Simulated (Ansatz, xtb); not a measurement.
# CH2BGa+: which of two structures lies lower

Structure a: a doublet given by its coordinates. Structure b: a doublet given by its coordinates. Both are isolated ions in the gas phase, relaxed with PBE0-D3(BJ)/def2-SVP.

a (Å):

```yaml
atoms:
  - { symbol: C, position_ang: [-1.7210, -2.1535, 2.7623] }
  - { symbol: B, position_ang: [-1.8356, -0.8465, 3.2316] }
  - { symbol: Ga, position_ang: [-2.7731, -2.5050, 1.1847] }
  - { symbol: H, position_ang: [-1.9988, 0.2846, 3.5520] }
  - { symbol: H, position_ang: [-1.1804, -3.0624, 3.0539] }
```

Close contacts (Å): C1–B2 1.39, C1–Ga3 1.93, C1–H5 1.10, B2–H4 1.19.

b (Å):

```yaml
atoms:
  - { symbol: C, position_ang: [-1.8005, -2.1182, 2.8589] }
  - { symbol: B, position_ang: [-1.7434, -0.8246, 3.4137] }
  - { symbol: Ga, position_ang: [-2.7449, -2.4819, 0.6842] }
  - { symbol: H, position_ang: [-1.7748, 0.3202, 3.7264] }
  - { symbol: H, position_ang: [-1.5045, -3.1267, 3.1668] }
```

Close contacts (Å): C1–B2 1.41, C1–Ga3 2.40, C1–H5 1.10, B2–H4 1.19.

Problem. Estimate which is lower in electronic energy at CCSD(T)/def2-SVP + ΔMP2/def2-TZVPP, and by roughly how much.

Solution. The CCSD(T)/def2-SVP + ΔMP2/def2-TZVPP calculation puts structure a lower, by 17.7 kJ/mol.

Level by level:

```
                             level              geometry  E(b) − E(a) (kJ/mol)  departure from the last row (kJ/mol)  job, with rough time for the two
              PBE0-D3(BJ)/def2-SVP  PBE0-D3(BJ)/def2-SVP                   +16.3                                  −1.4                optimisation, 67 s
                       HF/def2-SVP  PBE0-D3(BJ)/def2-SVP                    −6.4                                 −24.1           part of the CCSD(T) run
                      MP2/def2-SVP  PBE0-D3(BJ)/def2-SVP                   +40.3                                 +22.6           part of the CCSD(T) run
                  CCSD(T)/def2-SVP  PBE0-D3(BJ)/def2-SVP                   +17.0                                  −0.6                      single point
CCSD(T)/def2-SVP + ΔMP2/def2-TZVPP  PBE0-D3(BJ)/def2-SVP                   +17.7                                                      single point, 66 s
```

HF/def2-SVP puts the two in the other order. The largest departure from CCSD(T)/def2-SVP + ΔMP2/def2-TZVPP is that of HF/def2-SVP, 24.1 kJ/mol. Levels run at GFN2-xTB geometries aren't shown. The last row adds to CCSD(T) the change of the MP2 difference between the two basis sets, here +0.6 kJ/mol.

With harmonic frequencies from PBE0-D3(BJ)/def2-SVP (ideal gas, rigid rotor, one conformer each, 400 K, 1 atm): the zero-point term adds −1.8 kJ/mol; ΔH is +16.7 and ΔG +13.8 kJ/mol.

Open shells are spin-unrestricted. The correlated steps freeze 11 core orbitals; the filled d shell of Ga is correlated, in a basis made for valence electrons. Programs: Ansatz 0.2.0; the last row on 1 thread of Intel(R) Xeon(R) Platinum 8259CL CPU @ 2.50GHz (Skylake/Cascade Lake) on a shared host.
